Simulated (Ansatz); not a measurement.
`B[Se][SiH2]Cl` + `N[Si](O)(O)F` → `O[Si](O)(F)N[SiH2]Cl` + `B[SeH]`  (ligand exchange at the Si–Se bond)

Isolated molecules relaxed with PBE0-D4/def2-TZVP in Ansatz; ΔE leaves out vibrations. CCSD(T)/CBS adds triple-zeta CCSD(T) − MP2 to the extrapolated MP2 energy (def2 sets, frozen cores). Functionals use def2-TZVPP. For Se outer-core shells are correlated without core-valence functions, which leaves a few kJ/mol of doubt a bond. Scalar relativity is left out up to krypton. One conformer a species, not always the lowest.

```tsv
species	ωB97M-V energy (Eh)
`B[Se][SiH2]Cl`	-3178.41163
`N[Si](O)(O)F`	-597.21724
`O[Si](O)(F)N[SiH2]Cl`	-1347.57825
`B[SeH]`	-2428.05678
```

(1) Work out ΔE.

Largest T1 diagnostic among the species: 0.013.

Results:

(1) ΔE = (-1347.57825) + (-2428.05678) − (-3178.41163) − (-597.21724) = -0.00616 Eh = -0.17 eV. CCSD(T)/CBS gives -0.12 eV.

In def2-TZVPP, CCSD(T) changes the Hartree–Fock value by +0.04 eV (the triples alone add +0.01 eV) and MP2 by +0.10 eV.
